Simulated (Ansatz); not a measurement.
Stretching the B1–H3 bond in iminoborane (SMILES B=N) (multiplicity 1 held, fragments rigid). Energies count from the point at 1.167 Å.
Geometry at that point (charge 0, multiplicity 1):
```xyz
4

B      0.0000     0.0000    -0.6921
N      0.0000     0.0000     0.5409
H      0.0000     0.0000    -1.8589
H      0.0000     0.0000     1.5328
```

Restricted levels (R-, RO-) in cc, def2 and unpolarised 6-31G sets keep to the state of the molecule at rest. U- levels take the lowest unrestricted solution at each point, which mixes spins at long bonds. Levels need not reach the same state.

Programs: Ansatz (Gaussian orbitals). Each number belongs to the level named beside it.

Question: One of these levels gives 385.2 kJ/mol for the energy at R = 3.734 Å. Name it.
(A) R-wB97X-V/cc-pVTZ
(B) U-wB97X-V/cc-pVTZ
(C) R-HF/cc-pVTZ
(D) U-HF/cc-pVTZ

Answer: D, U-HF/cc-pVTZ. The others give 818.4 (R-HF/cc-pVTZ), 746.8 (R-wB97X-V/cc-pVTZ), 496.8 (U-wB97X-V/cc-pVTZ)

Doubts at one or more of the structures used: a restricted determinant that unrestricted orbitals would lower (R-HF/cc-pVTZ, R-wB97X-V/cc-pVTZ); a spin-contaminated determinant (U-HF/cc-pVTZ, U-wB97X-V/cc-pVTZ).

Ansatz is a program for electronic structure.
